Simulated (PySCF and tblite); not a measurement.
Results of a calculation; reference values are marked as such.
C8H13NSi, numbered as in [CH3:1][Si:2]([CH3:3])([CH3:4])[c:5]1[cH:6][cH:7][cH:8][n:9][cH:10]1.

Conformers came from 60 starts (ETKDG and KDG, MMFF94s, GFN2-xTB); geometries are GFN2-xTB. Energies: PBE0-D3(BJ)/def2-SVP (IEF-PCM, chloroform), with GFN2-xTB thermal terms (modes under about 100 cm⁻¹ blended into free rotors). Symmetry numbers and mirror images are counted. Conformers within 3 kcal/mol (GFN2-xTB free energy) were kept, 8 at most. GIAO shieldings: B97-2/pcSseg-1 (IEF-PCM, chloroform). Shifts are against TMS (¹H), TMS (¹³C), TMS (²⁹Si) at the same level. Codes: tblite and PySCF.

Problem. What shifts does this protocol give at 298.15 K under fast conformational exchange?

Solution. ¹H: 8.88 (H10, 1H), 8.84 (H8, 1H), 8.11 (H6, 1H), 7.53 (H7, 1H), 0.30 (H1/H3/H4, 9H) ppm. ¹³C: 157.1 (C10), 153.2 (C8), 145.7 (C6), 138.1 (C5), 126.3 (C7), -0.6 (C1/C3/C4) ppm. ²⁹Si: -4.6 (Si2) ppm.

Problem. How do the conformers differ?

Solution. Torsions listed: C1–Si2–C5–C6.
```
conformer  shape  weight %
        1   180°      50.5
        2   120°      49.5
```

```
  signal      1      2  average
H1/H3/H4   0.30   0.30     0.30
      H6   8.16   8.06     8.11
      H7   7.56   7.50     7.53
      H8   8.84   8.83     8.84
     H10   8.82   8.95     8.88
C1/C3/C4   -0.6   -0.5     -0.6
      C5  138.0  138.2    138.1
      C6  146.1  145.2    145.7
      C7  126.2  126.3    126.3
      C8  153.4  153.0    153.2
     C10  156.4  157.8    157.1
     Si2   -5.1   -4.1     -4.6
```

Unscaled ²⁹Si shifts at such levels can be off by tens of ppm; differences between conformers or isomers are more reliable. Shifts are unscaled: against experiment ¹³C can be off by 15 ppm or more and ¹H by 0.8 ppm.
